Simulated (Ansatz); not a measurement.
Two members of one family (Series [InH3X]-), computed with Ansatz in the gas phase; def2 core potentials for In, no spin–orbit coupling. The two geometries come from different levels. A dash marks a value that wasn't run or was left out as unsound. The structures are stationary points that may keep the symmetry of their start. Remarks come from the PBE and PBE0 runs and from stability tests at other levels; not every state was tested. HOMO above LUMO (over both spins in singlets and doublets, within one spin in higher multiplets; at PBE or PBE0), or a gap under 0.15 eV within one spin, warns that the state may not be the lowest or that an electron is smeared out.

First: [InClH3]- (singlet, charge -1, PBE0-D4/def2-TZVPD geometry).

Cartesian coordinates in Å:
```
In -0.171 0.036 0.153
Cl 1.668 -0.347 -1.489
H 0.633 0.067 1.722
H -1.256 -1.338 -0.066
H -0.874 1.582 -0.320
```

```json
{"level": "PBE-D4/def2-SVPD", "HOMO (eV)": "-1.58", "vertical IE (eV)": "–"}
{"level": "r2SCAN-D4/def2-TZVPD", "HOMO (eV)": "-1.86", "vertical IE (eV)": "4.53"}
{"level": "PBE0-D4/def2-SVPD", "HOMO (eV)": "-2.78", "vertical IE (eV)": "–"}
{"level": "PBE0-D4/def2-TZVPD", "HOMO (eV)": "-2.77", "vertical IE (eV)": "4.74"}
{"level": "BHLYP-D4/def2-TZVPD", "HOMO (eV)": "-3.90", "vertical IE (eV)": "–"}
```

Remarks: gap within one spin near zero at PBE or PBE0 (neutral doublet), HOMO above LUMO (neutral doublet).

Second: [InFH3]- (singlet, charge -1, B3LYP-D4/def2-TZVPD geometry).

```xyz
5

In    0.135   -0.050    0.004
F    -1.807    0.666   -0.056
H    -0.035   -1.783    0.369
H     0.920    0.884    1.300
H     0.788    0.283   -1.618
```

**Question.** What does the change do? Estimate second minus first.

**Answer.** 
| level | Δ HOMO (eV) | Δ vertical IE (eV) |
| --- | --- | --- |
| PBE-D4/def2-SVPD | 0.21 | – |
| r2SCAN-D4/def2-TZVPD | 0.19 | -0.03 |
| PBE0-D4/def2-SVPD | 0.16 | – |
| PBE0-D4/def2-TZVPD | 0.16 | -0.01 |
| BHLYP-D4/def2-TZVPD | 0.12 | – |

Remarks: gap within one spin near zero at PBE or PBE0 (neutral doublet), HOMO above LUMO (neutral doublet).
